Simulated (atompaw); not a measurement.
How hard is this tungsten (W) PAW (atompaw) potential?

| Item | Value |
| --- | --- |
| Element | W |
| Generator | atompaw 4.2.0.5 |
| Type | PAW |
| Functional | PBEsol |
| Relativity | scalar-relativistic |
| Frozen core | [Xe] 4f14 |
| Valence charge | 6 |
| Reference configuration | 5d4 6s1.5 6p0 (charge +0.5) |
| Partial waves | 6s (bound): rc 3.00 bohr; 6s channel at 0.05 Ry: rc 3.00 bohr; 6p (bound, empty): rc 2.70 bohr; 6p channel at 2.85 Ry: rc 2.70 bohr; 5d (bound): rc 1.50 bohr; 5d channel at 1.35 Ry: rc 1.50 bohr |
| Local potential | bessel scheme, radius 2.00 bohr |
| Core correction | smooth core density matched at 2.85 bohr |
| Augmentation charge | besselshape compensation charge, radius 2.85 bohr; PAW radius 3.00 bohr; waves and projectors: custom rrkj gramschmidtortho |

The pseudo-atom Hamiltonian at the reference potential is diagonalised in spherical Bessel functions j_l(qr) that vanish at 20 bohr, with q² up to the cutoff. All-electron valence levels (Ry): 6s -0.6541, 6p -0.2901, 5d -0.5893.

Problem. How do the lowest levels (Ry) of each channel move with the cutoff, and are there ghosts?

Solution.

```tsv
cutoff (Ry)	s #1	p #1	p #2	d #1	f #1	f #2	Σ f·Δε (mRy)
8	-0.6541	-0.2899	-0.0422	-0.2826	0.0309	0.1341	1227.1
15	-0.6541	-0.2901	-0.0423	-0.4490	0.0309	0.1341	561.3
21	-0.6541	-0.2901	-0.0423	-0.5379	0.0309	0.1341	205.8
35	-0.6541	-0.2901	-0.0423	-0.5851	0.0309	0.1341	16.9
45	-0.6541	-0.2901	-0.0423	-0.5889	0.0309	0.1341	1.8
60	-0.6541	-0.2901	-0.0423	-0.5892	0.0309	0.1341	0.6
400	-0.6541	-0.2901	-0.0423	-0.5893	0.0309	0.1341	0.0
```

Result: no extra level below or beside the all-electron valence levels (s, p, d, f tested); 10 mRy is reached at 40 Ry and 1 mRy at 50 Ry.
